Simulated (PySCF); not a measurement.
C3H5ClOSi, SMILES Cl[Si@@H]1CC=CO1.

The structure is a stationary point at B3LYP-D3(BJ)/def2-SVP. The structure was generated by enumeration; whether it is a known compound was not checked. One conformer was computed; it need not be the lowest.

Two levels are set side by side: TDDFT-PBE/def2-SVPD (PySCF) and TDDFT-LC-ωPBE/def2-SVPD (PySCF). Vertical, same geometry. The lowest singlet is HOMO→LUMO+1 78 %, HOMO→LUMO 20 % with PBE and HOMO→LUMO+2 29 %, HOMO→LUMO+3 29 %, HOMO→LUMO+1 28 %, HOMO→LUMO 5 % with the other functional; states are paired by order. Differences are taken from unrounded values.

```json
[
 {"quantity": "lowest singlet excitation (eV)", "TDDFT-LC-ωPBE": "6.61"},
 {"quantity": "lowest triplet excitation (TDA) (eV)", "TDDFT-LC-ωPBE": "3.95"}
]
```

Problem. What does TDDFT-PBE give, and how far is it from TDDFT-LC-ωPBE? (The exact figures need the calculation; the answer reports its results.)

Solution. 
```tsv
quantity	TDDFT-PBE	TDDFT-PBE minus TDDFT-LC-ωPBE
lowest singlet excitation (eV)	5.17	-1.44
lowest triplet excitation (TDA) (eV)	4.11	0.16
```

Functionals without exact exchange tend to place singlet excitations lower, as here. Differences between two approximate levels are no errors against the true value.

Rough cost on one machine, each run with all the roots and properties that it gave: TDDFT-LC-ωPBE against TDDFT-PBE about 8 times.
